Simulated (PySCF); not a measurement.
Compound: C8H11 (doublet state).
Cartesian coordinates in Å at the GFN2-xTB level; atoms count from 1:
```xyz
19
C8H11 angstrom
C      3.3625   -1.2698    1.2953
C      3.2287   -0.1102    0.3437
C      2.1075    0.3443   -0.1291
C      0.8909    0.6632   -0.4984
C     -0.2075    1.0382   -0.9086
C     -1.5510    1.3798   -1.3001
C     -2.6094    0.7588   -0.3706
C     -2.5612   -0.7630   -0.3986
H      3.8319   -0.9360    2.2210
H      2.3903   -1.6982    1.5254
H      3.9965   -2.0400    0.8557
H      4.1707    0.3529    0.0598
H     -1.7225    1.0335   -2.3254
H     -1.6605    2.4708   -1.2902
H     -3.5963    1.1045   -0.6874
H     -2.4394    1.1099    0.6495
H     -2.7326   -1.1347   -1.4071
H     -3.3222   -1.1814    0.2562
H     -1.5863   -1.1133   -0.0664
```

The hyperfine couplings belong to this conformer and change with its torsions.

The species is `CCCC#C/[C]=C\C` [radical].

Method: UKS B3LYP, pcH-1 on C H, non-relativistic, mean-field spin-orbit, GIAO in PySCF 2.14.0. Isolated species at its GFN2-xTB geometry (one conformer only). Couplings are sensitive to structure, and on GFN2-xTB geometries they can be far from those on DFT ones. Stability of the SCF solution: not tested. ⟨S²⟩ is 0.775 where a pure state has 0.75.

Q: Give the principal g shifts and their parts.

A: 
```json
{"Δg (ppm)": "relativistic mass correction", "1": "-152", "2": "-152", "3": "-152"}
{"Δg (ppm)": "gauge correction", "1": "41", "2": "3", "3": "44"}
{"Δg (ppm)": "orbital Zeeman/spin–orbit", "1": "-858", "2": "-3", "3": "626"}
{"Δg (ppm)": "total", "1": "-969", "2": "-152", "3": "518"}
```

So g = 2.00135, 2.00217, 2.00284 and g_iso = 2.00212; the tensor is rhombic: the two nearest values differ by 45 % of g3 − g1. Axes: g1 points within 1° of the C5–C6 bond.

Q: What are the electron Larmor frequencies g μB B/h along the three axes at 3350 mT?

A: 93.8382, 93.8764, 93.9079 GHz for g1, g2 and g3, a range of 69.7 MHz.

Q: What effective moment and Curie constant follow for a powder?

A: With the mean of g² = 4.0085 and S(S+1) = 0.75: μ_eff = √(⟨g²⟩S(S+1)) = 1.734 μB and χT = 0.12505·⟨g²⟩·S(S+1) = 0.376 cm³ K/mol (cgs; spin-Hamiltonian part alone).

Q: In a frozen sample, at which fields do the three g values resonate at 9.5, 34, 94 and 263 GHz (hyperfine left aside), and which band first spreads them over more than twice a line width of 1.0 mT?

A: 
```json
{"band": "X", "GHz": "9.5", "B(g3) mT": "338.90", "B(g2) mT": "339.01", "B(g1) mT": "339.15", "spread mT": "0.25"}
{"band": "Q", "GHz": "34.0", "B(g3) mT": "1212.89", "B(g2) mT": "1213.30", "B(g1) mT": "1213.79", "spread mT": "0.90"}
{"band": "W", "GHz": "94.0", "B(g3) mT": "3353.29", "B(g2) mT": "3354.41", "B(g1) mT": "3355.78", "spread mT": "2.49"}
{"band": "J", "GHz": "263.0", "B(g3) mT": "9382.07", "B(g2) mT": "9385.21", "B(g1) mT": "9389.04", "spread mT": "6.97"}
```

The spread grows in proportion to the frequency. W band is the first where it exceeds 2.0 mT.

Largest spin populations (Mulliken): C3 (+0.71), C5 (+0.60), C4 (-0.27) and C2 (-0.15).

The HOMO–LUMO gaps are 4.20 eV among the α and 4.17 eV among the β orbitals.

Time: 89 s wall (grids of density and orbitals included); peak memory 0.98 GiB. Hardware: one thread of an Arm Neoverse V2, shared host with 96 logical CPUs at a one-minute load of 62.
